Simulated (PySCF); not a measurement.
Aluminium: a sound run and one with changed settings

Sound run: Al⁺ [Ne] 3s2, Al²⁺ [Ne] 3s1. Computed with PySCF 2.14 in cc-pV(T+d)Z, with no relativity, point nucleus. In the sound run the correlated levels freeze [Ne]. The sound run starts from symmetry-adapted Hartree-Fock orbitals and uses a fine grid where one is needed.

Changed run: scalar relativity by spin-free X2C-1e. This setting is unsound on purpose.

```json
{"species": "Al⁺", "method": "UHF", "sound run (hartree)": "-241.67338", "changed run (hartree)": "-242.06841", "converged": "yes"}
{"species": "Al⁺", "method": "M06-2X", "sound run (hartree)": "-242.13389", "changed run (hartree)": "-242.52868", "converged": "yes"}
{"species": "Al⁺", "method": "PBE", "sound run (hartree)": "-242.00640", "changed run (hartree)": "-242.40099", "converged": "yes"}
{"species": "Al⁺", "method": "MP2", "sound run (hartree)": "-241.70114", "changed run (hartree)": "-242.09616", "converged": "yes"}
{"species": "Al⁺", "method": "CCSD(T)", "sound run (hartree)": "-241.71291", "changed run (hartree)": "-242.10790", "converged": "yes"}
{"species": "Al²⁺", "method": "UHF", "sound run (hartree)": "-241.02957", "changed run (hartree)": "-241.42355", "converged": "yes"}
{"species": "Al²⁺", "method": "M06-2X", "sound run (hartree)": "-241.43593", "changed run (hartree)": "-241.82956", "converged": "yes"}
{"species": "Al²⁺", "method": "PBE", "sound run (hartree)": "-241.31737", "changed run (hartree)": "-241.71081", "converged": "yes"}
```

Ionisation energy of Al⁺:

```
 method  sound run (eV)  changed run (eV)
    UHF          17.519            17.548
 M06-2X          18.993            19.024
    PBE          18.749            18.781
    MP2          18.274            18.303
SCS-MP2          18.425            18.454
   CCSD          18.595            18.622
CCSD(T)          18.595            18.622
  CCSDT          18.595            18.622
    FCI          18.595            18.622
```

Most of the change in total energy is the relativistic energy itself. On top of that the contraction fixes the core shape for the Hamiltonian it was made with, so the changed run is not a good calculation with the other Hamiltonian either.

For comparison, NIST gives 18.829 eV between the lowest levels.
